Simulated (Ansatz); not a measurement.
Cost and result for the atomization energy of ClGaGeH4 (`[Cl][GaH][GeH3]`) (7 atoms, 6 bonds).

Charge 0, multiplicity 1. Correlated methods include outer-core shells of Ga, Ge, which these sets cover unevenly. Scalar relativity is left out up to krypton. Geometry: relaxed with PBE0-D4/def2-TZVP. Program: Ansatz. All runs use 4 threads of a server CPU on a shared host. Times are those of one run each, without the atoms' runs, and a repeat can differ threefold. Electronic energies, without spin–orbit coupling; frozen cores. CCSD(T)/CBS adds CCSD(T) − MP2 in def2-TZVPP to the MP2 limit, and its time is that of the two runs behind it. T1 = 0.012. With those shells the extrapolation isn't a true limit. B3LYP takes the VWN-RPA correlation (the form of Gaussian; ORCA's B3LYP/G). HSE06 is the plane-wave form, built on full-range PBE exchange.

CCSD(T)/CBS is a level of theory with its own doubt, some kJ/mol a heavy atom from the limit and from the frozen cores, so smaller differences don't rank the functionals.

```
                            level  functions  wall time
           LDA (SPW92)/def2-TZVPP        194      0.7 s
             revPBE-D4/def2-TZVPP        194      1.1 s
  PBE-D4/def2-TZVPP (with forces)        194      1.3 s
          CAM-B3LYP-D4/def2-TZVPP        194      1.9 s
B3LYP-D4/def2-TZVPP (with forces)        194      2.1 s
            r2SCANh-D4/def2-TZVPP        194      2.2 s
              HSE06-D4/def2-TZVPP        194      2.3 s
              PBE-QIDH/def2-TZVPP        194      2.7 s
                 CCSD(T)/def2-SVP        102      2.8 s
 ωB97M-V/def2-TZVPP (with forces)        194        6 s
                   MP2/def2-QZVPP        368        9 s
               CCSD(T)/def2-TZVPP        194       19 s
                CCSD(T)/CBS(def2)          –       28 s
```

Task: What atomization energy does each give, and how far from CCSD(T)/CBS? (Best estimate.)

Result: Ansatz gave: 
```json
{"level": "LDA (SPW92)/def2-TZVPP", "atomization (kcal/mol)": "467.3", "difference from CCSD(T)/CBS": "47.8", "per bond": "8.0"}
{"level": "revPBE-D4/def2-TZVPP", "atomization (kcal/mol)": "401.6", "difference from CCSD(T)/CBS": "-17.9", "per bond": "-3.0"}
{"level": "PBE-D4/def2-TZVPP (with forces)", "atomization (kcal/mol)": "410.4", "difference from CCSD(T)/CBS": "-9.1", "per bond": "-1.5"}
{"level": "CAM-B3LYP-D4/def2-TZVPP", "atomization (kcal/mol)": "413.4", "difference from CCSD(T)/CBS": "-6.1", "per bond": "-1.0"}
{"level": "B3LYP-D4/def2-TZVPP (with forces)", "atomization (kcal/mol)": "409.6", "difference from CCSD(T)/CBS": "-9.9", "per bond": "-1.7"}
{"level": "r2SCANh-D4/def2-TZVPP", "atomization (kcal/mol)": "418.1", "difference from CCSD(T)/CBS": "-1.4", "per bond": "-0.2"}
{"level": "HSE06-D4/def2-TZVPP", "atomization (kcal/mol)": "410.7", "difference from CCSD(T)/CBS": "-8.8", "per bond": "-1.5"}
{"level": "PBE-QIDH/def2-TZVPP", "atomization (kcal/mol)": "415.0", "difference from CCSD(T)/CBS": "-4.5", "per bond": "-0.8"}
{"level": "CCSD(T)/def2-SVP", "atomization (kcal/mol)": "391.7", "difference from CCSD(T)/CBS": "-27.8", "per bond": "-4.6"}
{"level": "ωB97M-V/def2-TZVPP (with forces)", "atomization (kcal/mol)": "413.0", "difference from CCSD(T)/CBS": "-6.5", "per bond": "-1.1"}
{"level": "MP2/def2-QZVPP", "atomization (kcal/mol)": "414.3", "difference from CCSD(T)/CBS": "-5.2", "per bond": "-0.9"}
{"level": "CCSD(T)/def2-TZVPP", "atomization (kcal/mol)": "413.4", "difference from CCSD(T)/CBS": "-6.1", "per bond": "-1.0"}
{"level": "CCSD(T)/CBS(def2)", "atomization (kcal/mol)": "419.5", "difference from CCSD(T)/CBS": "0.0", "per bond": "0.0"}
```

The D4 term adds +5.8 kcal/mol with B3LYP and +3.0 kcal/mol with PBE0; it sums over pairs of atoms, weighted by their polarisabilities, and B3LYP, whose exchange is more repulsive, gets the larger term. Leaving LDA and LC-ωPBE aside and taking each functional with its dispersion term where it has one, the values, not all of them listed here, spread over 23.2 kcal/mol, from revPBE-D4 to B97M-V. LDA lies +60.4 kcal/mol from PBE without D4, its usual overbinding. From PBE to PBE0 (25 % exact exchange), in def2-TZVPP and without D4, the atomization energy moves by +0.8 kcal/mol.
